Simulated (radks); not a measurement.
Excited configurations of Pt I: one electron is placed in a higher orbital outside [Xe] 4f14 5d9. The ground configuration is [Xe] 4f14 5d9 6s1. All-electron calculation, scalar-relativistic Kohn-Sham, r2SCAN, spin-polarised, spherical densities, finite nucleus; open shells are filled with parallel spins first (spin-orbit coupling, left out, can overturn this in heavy ions); meta-GGA in the generalised Kohn-Sham scheme; Fermi nuclear charge, rms radius 5.427 fm. Program: a radial shooting solver on a logarithmic mesh with Libxc functionals. Excitation = E - E(ground); binding = E(ion) - E, where the ion is the core of charge +1; n* = 1/sqrt(2 binding) in atomic units, and the quantum defect is n - n*.

outer orbital	excitation (eV)	binding (eV)	n*	quantum defect	eigenvalue (eV)
6p	5.435	4.075	1.827	4.173	-2.015
6d	8.004	1.506	3.005	2.995	-0.698
7s	6.873	2.638	2.271	4.729	-1.622
7p	7.753	1.758	2.782	4.218	-1.047
7d	8.593	0.917	3.852	3.148	-0.521

The Delta-SCF ionisation energy is 9.510 eV (NIST Atomic Spectra Database: 8.959 eV, measured). Self-interaction in the functional shifts the binding energies and quantum defects, so they are the method's values and not measured ones. Open shells are spherical and high-spin; term and fine-structure splittings are not resolved. Spin-orbit splitting is averaged out at the scalar-relativistic level.
